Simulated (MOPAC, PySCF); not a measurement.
C2H3FSi, SMILES `F[Si]C=C` (lower singlet; C–C–Si–F torsion 180°), neutral singlet in the gas phase. This singlet lies 1.77 eV below the relaxed triplet at the level B3LYP/cc-pVTZ // PBE0-D3(BJ)/def2-TZVP (Ansatz).

Cartesian coordinates (Å):
SMILES: [Si](F)C=C
```xyz
7

C     -1.1541     0.0473    -0.1283
C      0.0897    -0.1536     0.3193
Si     1.4431     0.4190    -0.8382
F      2.7532     0.0233     0.0270
H     -2.0464    -0.2299     0.4271
H     -1.3288     0.5117    -1.0989
H      0.2432    -0.6177     1.2920
```
Charge 0, spin multiplicity 1.

All levels are single points at this geometry (PBE0-D3(BJ)/def2-TZVP); Pople sets use spherical d functions. Orbital energies aren't observables, and empty levels follow the basis.

```json
[
 {"level": "PBE-D3(BJ)/def2-TZVP in PySCF", "HOMO (eV)": "-5.57", "LUMO (eV)": "-3.20", "gap (eV)": "2.38", "dipole (D)": "2.08", "vertical IE, Delta-SCF (eV)": "–"},
 {"level": "PBE0-D3(BJ)/def2-TZVP in PySCF", "HOMO (eV)": "-6.71", "LUMO (eV)": "-2.34", "gap (eV)": "4.36", "dipole (D)": "2.18", "vertical IE, Delta-SCF (eV)": "–"},
 {"level": "B3LYP/6-311+G** in PySCF", "HOMO (eV)": "-6.66", "LUMO (eV)": "-2.66", "gap (eV)": "4.00", "dipole (D)": "2.35", "vertical IE, Delta-SCF (eV)": "–"},
 {"level": "B3LYP/6-31G* in PySCF", "HOMO (eV)": "-6.32", "LUMO (eV)": "-2.27", "gap (eV)": "4.05", "dipole (D)": "2.07", "vertical IE, Delta-SCF (eV)": "8.84"},
 {"level": "PBE/6-31G* in PySCF", "HOMO (eV)": "-5.35", "LUMO (eV)": "-2.95", "gap (eV)": "2.40", "dipole (D)": "2.03", "vertical IE, Delta-SCF (eV)": "8.62"},
 {"level": "SVWN5/6-31G* in PySCF", "HOMO (eV)": "-5.43", "LUMO (eV)": "-3.12", "gap (eV)": "2.30", "dipole (D)": "2.08", "vertical IE, Delta-SCF (eV)": "8.78"},
 {"level": "AM1 in MOPAC", "HOMO (eV)": "-7.82", "LUMO (eV)": "-0.79", "gap (eV)": "7.03", "dipole (D)": "1.38", "vertical IE, Delta-SCF (eV)": "–"},
 {"level": "PM3 in MOPAC", "HOMO (eV)": "-8.23", "LUMO (eV)": "-1.81", "gap (eV)": "6.42", "dipole (D)": "1.71", "vertical IE, Delta-SCF (eV)": "–"},
 {"level": "PM7 in MOPAC", "HOMO (eV)": "-10.14", "LUMO (eV)": "-0.91", "gap (eV)": "9.24", "dipole (D)": "3.06", "vertical IE, Delta-SCF (eV)": "–"}
]
```
